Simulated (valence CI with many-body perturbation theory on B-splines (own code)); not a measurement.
Tc XXXVIII: calculated level list

Calculated by configuration interaction combined with many-body perturbation theory (CI+MBPT): four valence electrons over a frozen Dirac-Fock core [He], a basis of 11 s, 11 p, 10 d, 8 f, 5 g, 2 h functions for each j, with the one-electron correlation potential Σ1, the two-electron term Σ2, the three-electron term Σ3, Breit, model QED; selected CI, second order for the rest, scaled by the run's own slope (own B-spline code, finite nucleus).

No measured spectrum was set against this ion. As an estimate, large intervals hold to a few tenths of a per cent, small ones and those within an open d or f shell to about a per cent. Among the levels kept, up to 1000 cm⁻¹ of a level comes from second order outside the variational space, and about a tenth of that is noise between levels of different J, which matters for small intervals.

Levels 181 to 200 of 200, with energies above the lowest level, (2s^2 2p1/2^2) J=0. "Leading %" is the weight of the configuration and term that name the level; weights of strongly mixed levels are sums over their largest components and can fall short. In the jj column 3d3/2^4 stands for four electrons in 3d with j = 3/2.

```csv
No.,Configuration,Term,J,E (eV),Leading %,Leading jj,Second component
181,2p³3p,³F,2,3587.2,31,2p1/2 2p3/2^2 3p1/2 (90 %),20 % 2p³3p ³P
182,2p³3s,³P°,0,3588.0,98,2p1/2 2p3/2^2 3s (98 %),
183,2p³3s,³P°,1,3593.0,59,2p1/2 2p3/2^2 3s (86 %),28 % 2p³3s ¹P°
184,2s2p²3d,¹D,2,3596.2,56,2s 2p3/2^2 3d5/2 (76 %),20 % 2s2p²3d ³P
185,2p³3p,³F,3,3599.6,41,2p1/2 2p3/2^2 3p1/2 (93 %),28 % 2p³3p ¹F
186,2p³3p,³P,2,3617.4,59,2p1/2 2p3/2^2 3p1/2 (95 %),21 % 2p³3p ¹D
187,2p³3p,⁵P,3,3618.5,48,2p1/2 2p3/2^2 3p3/2 (96 %),24 % 2p³3p ³F
188,2p³3p,³P,2,3619.2,37,2p1/2 2p3/2^2 3p3/2 (97 %),32 % 2p³3p ³D
189,2p³3p,³P,0,3620.2,96,2p1/2 2p3/2^2 3p3/2 (95 %),
190,2p³3p,³D,1,3623.1,55,2p1/2 2p3/2^2 3p1/2 (57 %),31 % 2p³3p ¹P
191,2p³3p,³D,3,3634.5,66,2p1/2 2p3/2^2 3p3/2 (98 %),29 % 2p³3p ¹F
192,2p³3p,³D,1,3634.9,47,2p1/2 2p3/2^2 3p3/2 (57 %),22 % 2p³3p ¹P
193,2p³3p,³F,4,3635.3,98,2p1/2 2p3/2^2 3p3/2 (98 %),
194,2p³3p,³P,1,3649.1,73,2p1/2 2p3/2^2 3p3/2 (97 %),20 % 2p³3p ¹P
195,2p³3p,³P,0,3651.8,64,2p1/2 2p3/2^2 3p1/2 (95 %),34 % 2p³3p ¹S
196,2p³3p,¹D,2,3658.5,53,2p1/2 2p3/2^2 3p3/2 (97 %),28 % 2p³3p ³P
197,2p³3d,³D°,1,3661.5,49,2p1/2 2p3/2^2 3d3/2 (94 %),36 % 2p³3d ⁵D°
198,2p³3d,³F°,2,3662.3,41,2p1/2 2p3/2^2 3d3/2 (94 %),34 % 2p³3d ⁵D°
199,2p³3d,⁵D°,0,3663.2,45,2p1/2 2p3/2^2 3d3/2 (92 %),37 % 2p³3d ¹S°
200,2p³3d,³F°,3,3666.3,33,2p1/2 2p3/2^2 3d3/2 (81 %),32 % 2p³3d ⁵D°
```
